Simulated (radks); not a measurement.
Species: Te4+. Configuration: [Kr] 4d10 5s1 6s1 (not the ground configuration).

Calculated with a radial shooting solver on a logarithmic mesh with Libxc functionals: scalar-relativistic Kohn-Sham, BLYP, spin-unpolarised, spherical densities, point nucleus.

Energy parts (eV):
total: -184783.669
kinetic: 193625.338
electron-nucleus: -444624.818
Hartree: 70969.394
exchange-correlation: -4753.583

Orbitals (lengths in bohr, moments of r in powers of bohr; r(90%) holds 90 % of the orbital's charge):
orbital	occ.	eigenvalue (eV)	<r^4>	r(90%)
1s	2	-31684.79	2.870e-06	0.0500
2s	2	-4901.201	0.0004924	0.185
2p	6	-4405.243	0.0003553	0.170
3s	2	-1014.955	0.02142	0.473
3p	6	-853.7640	0.02254	0.481
3d	10	-609.9587	0.01993	0.467
4s	2	-213.4741	0.6388	1.10
4p	6	-163.4045	0.8875	1.20
4d	10	-90.2433	1.915	1.46
5s	1	-57.5397	20.24	2.61
5p	0	-45.3051	34.35	2.99
5d	0	-29.0844	103.4	3.95
6s	1	-25.8947	297.9	5.09

The highest occupied level is 6s at -25.895 eV. The configuration is held as typed, so some empty levels lie below it. Summed over all electrons, <r^2> = 37.25 bohr^2, which gives a Langevin (diamagnetic) susceptibility term of -29.5 x 10^-6 cm^3/mol.
